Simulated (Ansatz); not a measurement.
BFH4O2Si (`OB[SiH](O)F`). The species carries charge 0 and has multiplicity 1. Geometry: relaxed with PBE0-D4/def2-TZVP. It is one conformer, not always the lowest.

```xyz
9

O    -0.941   -1.106    1.565
B    -0.477    0.054    1.053
Si    0.091    0.076   -0.890
O     1.656    0.570   -0.912
F    -0.824    1.132   -1.685
H    -1.191   -1.050    2.492
H    -0.412    1.031    1.754
H    -0.052   -1.197   -1.649
H     2.150    0.491   -1.729
```

**Question.** What is the dipole moment at ωB97M-V/def2-TZVPP? (Estimate.)

**Answer.** Computed: 1.77 D, with components (0.38, -0.95, 1.45) D in this frame, pointing from negative to positive charge.

**Question.** And with PBE, r2SCAN, B3LYP? (An estimate is asked.)

**Answer.** Ansatz gave: PBE 1.79 D, r2SCAN 1.77 D, B3LYP 1.78 D.

**Question.** Give the Mulliken charges with ωB97M-V, r2SCAN, PBE in def2-TZVPP. (Best estimate.)

**Answer.** The calculation gave: 
```csv
atom,ωB97M-V,r2SCAN,PBE
O1,-0.23,-0.27,-0.19
B2,0.02,0.09,0.05
Si3,0.57,0.65,0.52
O4,-0.37,-0.41,-0.34
F5,-0.32,-0.33,-0.28
H6,0.20,0.22,0.21
H7,0.03,-0.04,-0.03
H8,-0.08,-0.13,-0.12
H9,0.18,0.20,0.19
```

B3LYP here is the variant with VWN-RPA as its local correlation; programs differ in this.
